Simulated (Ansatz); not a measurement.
Isomers

Structures of AlSiH$_{2}$ClO, closed shell, relaxed at PBE0-D4/def2-TZVP (vibrations not checked; lower isomers may exist, and structures with a doubtful reference or unclear bonds are left out). Program: Ansatz 0.2.0. Basis: def2-TZVPP. Cores are frozen in the correlated methods. B3LYP uses VWN-RPA correlation.

Task: Rank them by CCSD(T) energy, lowest first, and give each one's height above the lowest. Links in brackets join atoms within 1.22 times the sum of their covalent radii (1.1 for two metals). (An estimate is asked for; the value comes from the calculation.)
A.
AlSiH₂ClO ([O][SiH][AlH][Cl])
```
6
angstrom
O 2.3099 -0.7348 -0.1624
Si 1.1194 0.0934 -0.6384
Al -0.9254 -0.0040 0.7347
Cl -2.7052 -0.3286 -0.3249
H 1.1659 0.8813 -1.9138
H -0.9646 0.0927 2.3048
```
B.
AlSiH₂ClO ([Cl][SiH]1[O][AlH]1)
```
6
angstrom
O 0.7687 -0.8413 0.1579
Si -0.7321 -0.1438 0.3909
Al 1.0988 0.6480 -0.6910
Cl -2.2742 -1.1582 -0.5176
H 2.3888 1.1277 -1.4590
H -1.1474 -0.0370 1.8113
```
C.
AlSiH₂ClO ([Al][O][SiH2][Cl])
```
6
angstrom
Cl -0.7567 2.4699 1.4347
Al -0.3595 -1.8101 0.7101
O -0.1016 -0.2038 0.1850
Si 0.0406 1.3773 -0.1160
H -0.7141 1.7475 -1.3340
H 1.4654 1.7627 -0.2241
```
D.
AlSiH₂ClO ([Cl][Al]1[O][SiH2]1)
```
6
angstrom
Cl -0.7602 -3.2551 0.2182
Al -0.3175 -1.2469 -0.0769
O 0.1657 -0.0408 1.0703
Si 0.1861 0.9539 -0.2874
H -0.7899 2.0764 -0.2729
H 1.5158 1.5125 -0.6514
```

Result: By the calculation: C (0.000 eV), D (1.243 eV), B (1.797 eV), A (2.461 eV). Heights count from the lowest.

Task: Do PBE-D4, r2SCAN-D4, PBE0-D4, B3LYP-D4, wB97M-V, HF, MP2 give the same order? (Judge from chemistry; the calculation decides.)

Result: Computed: All do.

T1 diagnostic: at most 0.020.

For scale, one of the runs: CCSD(T)/def2-TZVPP, 185 basis functions, launched by `ansatz run in.yaml --threads 2 --pin off --events-out ev --progress --plain --max-ram 4352MiB`. Time: 66 s of wall clock on 2 CPU threads of an Arm Neoverse N1; the host was shared. Peak host memory: 1.6 GiB.
